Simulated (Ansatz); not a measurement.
Consider the cleavage of the Si–Si bond: `O[SiH2][SiH2]F` + `CN[SiH2]Cl` → `CN([SiH2]O)[SiH2]Cl` + `F[SiH3]`.

Computed with Ansatz on PBE0-D4/def2-TZVP structures; ΔE is electronic, products minus reactants. CCSD(T)/CBS is the MP2 limit (def2-TZVPP, def2-QZVPP) plus CCSD(T) − MP2 in def2-TZVPP, frozen cores. This one scheme is used for every species. DFT in def2-TZVPP. One conformer a species, not always the lowest.

CCSD(T)/CBS gives -0.88 eV.

Question: Another level gave -0.91 eV. Which?
A. r2SCAN/def2-TZVPP
B. PBE/def2-TZVPP
C. PBE0/def2-TZVPP
D. ωB97M-V/def2-TZVPP

Answer: D. ωB97M-V -0.91, PBE -0.58, PBE0 -0.66, r2SCAN -0.79 eV.

Largest T1 diagnostic among the species: 0.012.

The D4 term adds −0.13 eV with B3LYP and −0.07 eV with PBE0; it sums over pairs of atoms, weighted by their polarisabilities, and B3LYP, whose exchange is more repulsive, gets the larger term. In def2-TZVPP, CCSD(T) changes the Hartree–Fock value by −0.05 eV (the triples alone add −0.02 eV) and MP2 by −0.15 eV. From PBE to PBE0 (25 % exact exchange), in def2-TZVPP and without D4, ΔE moves by −0.07 eV.

B3LYP here is the variant with VWN-RPA as its local correlation; programs differ in this.
